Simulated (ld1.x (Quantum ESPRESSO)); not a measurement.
## Which change was made? (O, PAW)

ld1.x (Quantum ESPRESSO) 7.5 input, shortened:

```
&input
   title='O', zed=8., rel=1, dft='PBESOL', iswitch=3,
   config='[He] 2s2 2p4'
 /
 &inputp
   pseudotype=3, lpaw=.true., tm=.true., lloc=-2, rcloc=0.90,
   nlcc=.true., new_core_ps=.true., rcore=0.85,
   which_augfun='PSQ', rmatch_augfun_nc=.true.
 /
4
2S  1  0   2.00   0.00  0.90  1.00  0.0
2S  1  0   0.00  -0.30  0.90  1.00  0.0
2P  2  1   4.00   0.00  1.45  1.80  0.0
2P  2  1   0.00   4.70  1.45  1.80  0.0
 &test
   configts(1)='2s2 2p4'
 /
```

Cutoffs, loose and tight: the cutoffs (Ry, on a coarse ladder) from which the occupation-weighted sum of valence levels, in a spherical-Bessel basis at the reference potential, stays within 10 and 1 mRy of its value at 400 Ry. They do not see the model core or the augmentation charge, which bear on the density cutoff. Test errors are all-electron minus pseudo excitation energies from the reference, over the configurations 2s2 2p3; 2s2 2p2; 2s2 2p1; 2s0 2p6; 2s1 2p4; 2s2 2p0; 2s2 2p3.5; variants that change the core or the reference have their own tests. The largest error is taken over the tests solved by every variant that gives reliable tests at all, those not shown here included: 2s0 2p6; 2s1 2p4; 2s2 2p0; 2s2 2p2; 2s2 2p3; 2s2 2p3.5.

The base gives: outcome: generated; cutoff, loose: 25 Ry; cutoff, tight: 45 Ry; bound ghosts: none; largest test error (meV): -20.

(1) After one change the result is: outcome: generated; cutoff, loose: 35 Ry; cutoff, tight: 60 Ry; bound ghosts: none; largest test error (meV): -12. Which change was it?
A. waves 2p (bound): rcut 1.45, rcutus 1.62 bohr; 2p channel at 4.7 Ry: rcut 1.45, rcutus 1.62 bohr
B. waves 2p (bound): rcut 1.16, rcutus 1.24 bohr; 2p channel at 4.7 Ry: rcut 1.16, rcutus 1.24 bohr
C. waves 2p (bound): rcut 1.32, rcutus 1.40 bohr; 2p channel at 4.7 Ry: rcut 1.32, rcutus 1.40 bohr

Results:

(1) C. The others give: waves 2p (bound): rcut 1.45, rcutus 1.62 bohr; 2p channel at 4.7 Ry: rcut 1.45, rcutus 1.62 bohr → outcome: generated; cutoff, loose: 30 Ry; cutoff, tight: 50 Ry; bound ghosts: none; largest test error (meV): -12 | waves 2p (bound): rcut 1.16, rcutus 1.24 bohr; 2p channel at 4.7 Ry: rcut 1.16, rcutus 1.24 bohr → outcome: generated; cutoff, loose: 45 Ry; cutoff, tight: 80 Ry; bound ghosts: none; largest test error (meV): -14.
